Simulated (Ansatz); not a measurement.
`C[Se]B(Cl)Cl` + H₂ → `ClB(Cl)[SeH]` + CH₄  (hydrogenolysis of the Se–C bond)

Computed with Ansatz on PBE0-D4/def2-TZVP structures; ΔE is electronic, products minus reactants. CCSD(T)/CBS adds triple-zeta CCSD(T) − MP2 to the extrapolated MP2 energy (def2 sets, frozen cores). This one scheme is used for every species. DFT in def2-TZVPP. For Se outer-core shells are correlated without core-valence functions, which leaves a few kJ/mol of doubt a bond. Scalar relativity is left out up to krypton. One conformer a species, not always the lowest.

Task: Is it downhill or uphill in electronic energy at CCSD(T)/CBS, and by how much? (An estimate is asked.)

Result: Computed: Downhill: ΔE = -62.9 kJ/mol.

Task: What do these levels give: r2SCAN, MP2/def2-SVP, CCSD(T)/def2-SVP, MP2/def2-TZVPP, CCSD(T)/def2-TZVPP, CCSD/CBS(def2)? (Estimate.)

Result: The calculation gave: r2SCAN -66.4, MP2/def2-SVP -74.9, CCSD(T)/def2-SVP -80.5, MP2/def2-TZVPP -57.8, CCSD(T)/def2-TZVPP -64.2, CCSD/CBS(def2) -68.3 kJ/mol.

Largest T1 diagnostic among the species: 0.011.

From r2SCAN to r2SCAN0 (25 % exact exchange), in def2-TZVPP and without D4, ΔE moves by −3.4 kJ/mol. Leaving LDA and LC-ωPBE aside and taking each functional with its dispersion term where it has one, the values, not all of them listed here, spread over 17.8 kJ/mol, from B97M-V to revPBE-D4. The D4 term adds +10.0 kJ/mol with B3LYP and +5.4 kJ/mol with PBE0; it sums over pairs of atoms, weighted by their polarisabilities, and B3LYP, whose exchange is more repulsive, gets the larger term.

B3LYP here is the variant with VWN-RPA as its local correlation; programs differ in this.
